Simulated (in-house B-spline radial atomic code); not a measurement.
The numbers below are computed, except where a source is named.
## the vanadium ion V⁵⁺ at several levels of theory

Ground configuration [Ne] 3s2 3p6. All numbers come from an all-electron radial atomic-structure program (B-spline basis), all electrons, at the radial basis limit. Mean-field, RPA, GW and linear-response runs are scalar-relativistic (one-electron X2C), no spin-orbit coupling, without Breit or QED terms, open shells spin-polarised at highest spin; the many-body runs on Dirac-Hartree-Fock orbitals are four-component, and their energies hold both.

**Ionisation energy.** The reference is 128.125 ± 0.025 eV (NIST, measured). It runs between the lowest fine-structure levels, while the runs without spin-orbit coupling give shell averages, so part of their difference is this splitting, and a close match can be a cancellation.

| method | value (eV) | minus reference (eV) |
| --- | --- | --- |
| minus the highest LDA VWN5 level | 117.39 | -10.73 |
| minus the highest PBE level | 117.41 | -10.72 |
| G0W0 on PBE | 128.41 | +0.29 |
| minus the highest r2SCAN level | 118.42 | -9.70 |
| minus the highest PBE0 level | 120.52 | -7.61 |
| G0W0 on PBE0 | 128.59 | +0.46 |
| minus the highest B3LYP (VWN-RPA) level | 119.91 | -8.21 |
| minus the highest CAM-B3LYP level | 121.90 | -6.22 |
| minus the highest LC-wPBE level | 123.07 | -5.06 |
| minus the highest Hartree-Fock level | 128.40 | +0.27 |
| G0W0 on Hartree-Fock | 128.98 | +0.86 |
| Dirac-Fock + self-energy with TDHF screening (3p3/2) | 128.23 | +0.11 |

Task: Which methods come closest, and which lies farthest off?

Result: Closest: Dirac-Fock + self-energy with TDHF screening (3p3/2) (+0.11 eV) and minus the highest Hartree-Fock level (+0.27 eV). Farthest: minus the highest LDA VWN5 level (-10.73 eV). The TDHF-screened form was chosen among four for its agreement on 13 closed-shell atoms.

**Static dipole polarisability and C6** of two like species, by linear response (no reference value is at hand):

```
                                method  α (bohr³)  C6 (hartree·bohr⁶)
                              LDA VWN5      1.084               1.967
                                   PBE      1.081               1.965
                                  PBE0      1.079               1.957
                       B3LYP (VWN-RPA)      1.082               1.963
                             CAM-B3LYP      1.083               1.966
                               LC-wPBE       1.08               1.961
                                  TDHF      1.078               1.954
relativistic RPA (four-component TDHF)      1.078               1.954
```

Task: What mean excitation energy do α and C6 imply in London's formula C6 = (3/4) α² ω?

Result: LDA VWN5: ω = 2.232 hartree; relativistic RPA (four-component TDHF): ω = 2.242 hartree. A method that puts the excitations lower gives a larger α and a smaller ω.

Run times on one thread of shared hosts: mean field, RPA, SOSEX and G0W0 on PBE, 2.3 s (Arm Neoverse N1); TDDFT with PBE, 0.7 s (Intel Xeon Platinum 8375C CPU @ 2.90GHz (Ice Lake)); removal energies by the self-energy, 8.6 s (Arm Neoverse V1).
